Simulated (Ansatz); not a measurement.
Cost and result up the ladder for Si3Te (the lowest singlet isomer of a short search) (4 atoms). The state is a singlet with charge 0. Geometry: PBE-D4/def2-SVP.

```xyz
4

Si   -1.076    0.068   -1.695
Si   -1.059    0.097    0.591
Si    0.982   -0.092   -0.713
Te    1.153   -0.073    1.817
```

Ansatz on 4 threads of Arm Neoverse V1 on a shared host. Times are rough, and most runs start from the orbitals of an earlier one. ωB97M-V/def2-TZVP serves as the yardstick here, not as an exact answer. Differences are given only for rows in sets of like size (and for xTB, whose basis is part of the method), since another set adds its own error. Binding counts from free atoms at the same level (Si triplet, Te triplet; other spins of the atoms weren't run), without zero-point energy or a counterpoise term.

In the def2 sets Te takes a core potential; there is no spin–orbit coupling. Correlated methods freeze 19 core orbitals; core or outer-core shells of Te are correlated, in sets that lack core-valence functions. The structure comes from a short search, and lower isomers may exist.

Correlated methods converge slowly with the basis.

```json
{"level": "PBE-D4/def2-SVP", "functions": "80", "wall time": "0.7 s", "binding energy per atom (eV)": "3.01", "difference from ωB97M-V/def2-TZVP (eV)": "–", "remarks": "–"}
{"level": "PBE0-D4/def2-SVP", "functions": "80", "wall time": "1 s", "binding energy per atom (eV)": "2.83", "difference from ωB97M-V/def2-TZVP (eV)": "–", "remarks": "–"}
{"level": "PBE-D4/def2-TZVP (with forces)", "functions": "161", "wall time": "1.8 s", "binding energy per atom (eV)": "3.06", "difference from ωB97M-V/def2-TZVP (eV)": "0.30", "remarks": "–"}
{"level": "PBE0-D4/def2-TZVP", "functions": "161", "wall time": "2.4 s", "binding energy per atom (eV)": "2.90", "difference from ωB97M-V/def2-TZVP (eV)": "0.13", "remarks": "–"}
{"level": "BHLYP-D4/def2-TZVP", "functions": "161", "wall time": "2.4 s", "binding energy per atom (eV)": "2.59", "difference from ωB97M-V/def2-TZVP (eV)": "-0.17", "remarks": "–"}
{"level": "PBE-D4/def2-TZVPD", "functions": "188", "wall time": "2.5 s", "binding energy per atom (eV)": "3.06", "difference from ωB97M-V/def2-TZVP (eV)": "0.30", "remarks": "–"}
{"level": "MP2/def2-TZVP", "functions": "161", "wall time": "2.5 s", "binding energy per atom (eV)": "2.89", "difference from ωB97M-V/def2-TZVP (eV)": "0.12", "remarks": "restricted SCF unstable"}
{"level": "PBE0-D4/def2-TZVPD", "functions": "188", "wall time": "3.5 s", "binding energy per atom (eV)": "2.90", "difference from ωB97M-V/def2-TZVP (eV)": "0.14", "remarks": "–"}
{"level": "r2SCAN-D4/def2-TZVP", "functions": "161", "wall time": "3.8 s", "binding energy per atom (eV)": "2.91", "difference from ωB97M-V/def2-TZVP (eV)": "0.15", "remarks": "–"}
{"level": "RPA@PBE/def2-TZVP", "functions": "161", "wall time": "4 s", "binding energy per atom (eV)": "2.48", "difference from ωB97M-V/def2-TZVP (eV)": "-0.29", "remarks": "–"}
{"level": "r2SCAN-D4/def2-TZVPD", "functions": "188", "wall time": "5.5 s", "binding energy per atom (eV)": "2.91", "difference from ωB97M-V/def2-TZVP (eV)": "0.15", "remarks": "–"}
{"level": "ωB97M-V/def2-TZVP", "functions": "161", "wall time": "7.5 s", "binding energy per atom (eV)": "2.76", "difference from ωB97M-V/def2-TZVP (eV)": "0.00", "remarks": "–"}
{"level": "CCSD(T)/def2-TZVPP", "functions": "176", "wall time": "35 s", "binding energy per atom (eV)": "2.70", "difference from ωB97M-V/def2-TZVP (eV)": "-0.06", "remarks": "restricted SCF unstable"}
```
